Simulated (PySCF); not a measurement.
# Worked example: entropy of an ideal gas

C3H5N2, SMILES c1[nH]cc[nH+]1, charge +1.

Geometry optimised at r2SCAN-D4/def2-SVP. The isomer is the one that the SMILES or the coordinates give; other isomers of the formula were not compared.

r2SCAN-D4/def2-SVP (PySCF 2.14.0) gives the harmonic wavenumbers 635, 638, 704, 734, 754, 850, 886, 918, 937, 1066, 1105, 1137, 1183, 1220, 1327, 1465, 1479, 1572, 1627, 3289, 3292, 3307, 3591, 3599 cm⁻¹ and the rotational temperatures 0.4461, 0.4343, 0.2201 K. The molar mass is 69.09 g/mol, the symmetry number 2, the spin multiplicity 1.

**Question.** Work out the entropy at 298.15 K and 1 atm in the rigid-rotor, harmonic-oscillator model.

**Answer.** 
Translation (Sackur–Tetrode at 1 atm): S = R[1.5 ln M + 2.5 ln T − 1.16487] = 161.6 J/(mol K).
Rotation: q = (√π/σ) T^1.5/√(θA θB θC) = 22100, S = R[ln q + 3/2] = 95.6 J/(mol K).
Vibration: with u = 1.4388 ν/T, each mode gives R[u/(e^u − 1) − ln(1 − e^−u)]:
| ν (cm⁻¹) | modes | u | S (J/(mol K)) |
|---|---|---|---|
| 635 | 1 | 3.06 | 1.65 |
| 638 | 1 | 3.08 | 1.63 |
| 704 | 1 | 3.40 | 1.26 |
| 734 | 1 | 3.54 | 1.12 |
| 754 | 1 | 3.64 | 1.04 |
| 850 | 1 | 4.10 | 0.71 |
| 886 | 1 | 4.28 | 0.62 |
| 918 | 1 | 4.43 | 0.54 |
| 937 | 1 | 4.52 | 0.50 |
| 1066 | 1 | 5.14 | 0.30 |
| 1105 | 1 | 5.33 | 0.26 |
| 1137 | 1 | 5.49 | 0.22 |
| 1183 | 1 | 5.71 | 0.19 |
| 1220 | 1 | 5.89 | 0.16 |
| 1327 | 1 | 6.40 | 0.10 |
| 1465 | 1 | 7.07 | 0.06 |
| 1479 | 1 | 7.14 | 0.05 |
| 1572 | 1 | 7.59 | 0.04 |
| 1627 | 1 | 7.85 | 0.03 |
The stiffer modes add less than 0.005 each. Sum 10.5 J/(mol K).
Spin: R ln 1 = 0.0 J/(mol K).
Total 267.7 J/(mol K); the program's own thermochemistry gives 267.7. Translation makes up 60 % and vibration 4 %. Anharmonicity, hindered rotation and orbital degeneracy are left out.
